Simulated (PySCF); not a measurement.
Run record: excited-state job, `C=CB[O][GaH2]`.

Computed with TDDFT PBE0/def2-SVPD, vertical, gas phase, core orbitals frozen in the response (PySCF 2.14.0, density-fitted response routines). Geometry: GFN2-xTB. The input is one job of a driver script: a line of settings, then coordinates in Å.

Command:
```bash
OMP_NUM_THREADS=1 python probes_run.py task.json out
```

Input:
```
{"job": {"kind": "uv", "xc": "PBE0", "basis": "def2-SVPD", "nstates": 8, "ntriplets": 3}, "charge": 0, "multiplicity": 1}
C     -1.249079     0.721364    -0.938990
C     -1.567050    -0.118737     0.037688
B     -0.491363    -0.764366     0.990747
O      0.810683    -0.581367     0.748883
Ga     2.290098    -0.019432     0.069955
H     -0.206876     0.993330    -1.115504
H     -1.966779     1.181454    -1.600685
H     -2.612874    -0.358734     0.187703
H     -0.820731    -1.408558     1.922395
H      3.015579    -1.000475    -0.878188
H      2.803816     1.358191     0.550033
```

Problem. What does the run print?

Solution. 
```
coarse grid: 42968 points
cycle   1  E = -2103.7985774713  dE = -5.933e-02  |g| = 8.687e-01  |ddm| = 6.011e+00
cycle   2  E = -2103.3069920293  dE =  4.916e-01  |g| = 1.759e+00  |ddm| = 4.857e+00
cycle   3  E = -2103.9245992355  dE = -6.176e-01  |g| = 2.347e-01  |ddm| = 3.032e+00
cycle   4  E = -2103.9346621489  dE = -1.006e-02  |g| = 7.517e-02  |ddm| = 5.295e-01
cycle   5  E = -2103.9354642731  dE = -8.021e-04  |g| = 9.670e-03  |ddm| = 2.278e-01
cycle   6  E = -2103.9354849284  dE = -2.066e-05  |g| = 3.808e-03  |ddm| = 2.921e-02
cycle   7  E = -2103.9354882529  dE = -3.324e-06  |g| = 1.125e-03  |ddm| = 6.969e-03
final grid: 90360 points
cycle   8  E = -2103.9354930858  dE =  6.338e-07  |g| = 1.972e-03  |ddm| = 8.303e-03
cycle   9  E = -2103.9354907838  dE =  2.302e-06  |g| = 3.509e-03  |ddm| = 6.717e-03
cycle  10  E = -2103.9354941507  dE = -3.367e-06  |g| = 9.264e-05  |ddm| = 4.301e-03
cycle  11  E = -2103.9354941528  dE = -2.091e-09  |g| = 2.066e-05  |ddm| = 1.874e-04
cycle  12  E = -2103.9354941528  dE = -7.094e-11  |g| = 9.177e-06  |ddm| = 3.948e-05
converged SCF energy = -2103.9354941528

Static polarisability (au): isotropic 70.061, principal 56.504 71.095 82.583

Singlet excitations
state   eV       nm        f      main configurations
  1   5.0753    244.3   0.00168   H-1->L+1 0.56, H->L+1 0.27, H-1->L 0.14
  2   5.3989    229.6   0.00152   H->L 0.68, H-1->L 0.15, H-2->L 0.13
  3   5.6224    220.5   0.12681   H-1->L 0.67, H->L+1 0.17, H->L 0.10
  4   5.9319    209.0   0.00657   H-2->L 0.81, H->L 0.11
  5   6.1509    201.6   0.12525   H->L+1 0.47, H-1->L+1 0.33
  6   6.7471    183.8   0.11091   H-2->L+1 0.86
  7   7.0269    176.4   0.00150   H-3->L+1 0.81, H-3->L 0.16
  8   7.1943    172.3   0.01510   H-1->L+2 0.59, H->L+2 0.34

Triplet excitations (Tamm-Dancoff, eV): 3.8563 4.6299 5.0683
```

The SCF starts on a coarse grid where the log names one; the energy can jump when the final grid takes over, and dE then counts from the start density on the new grid. H and L stand for HOMO and LUMO; the number after each pair is its weight.

Problem. Give S1 in cm⁻¹ and kJ/mol.

Solution. 5.0753 eV × 8065.54 = 40935 cm⁻¹; × 96.485 = 489.7 kJ/mol.

Problem. Give the mean polarisability as a volume in Å³, and the ratio of the largest to the smallest principal value.

Solution. 70.061 au × 0.148185 = 10.38 Å³; 82.583/56.504 = 1.46.

Summary of the converged run: HOMO -7.96 eV, LUMO -1.43 eV; lowest singlet 5.08 eV; lowest triplet 3.86 eV (Tamm–Dancoff); mean polarisability 70.1 au.

 The PBE0/def2-SVPD calculation is non-relativistic and has no spin–orbit coupling, an omission that weighs most on gallium.

Hardware: one thread of an Intel Xeon 6975P-C, on a shared host. Cost: 17 s (grids of density and orbitals included), 0.65 GiB resident at most.

One conformer stands for the species.
Labels such as C1 count atoms from 1, the log's own numbers from 0.
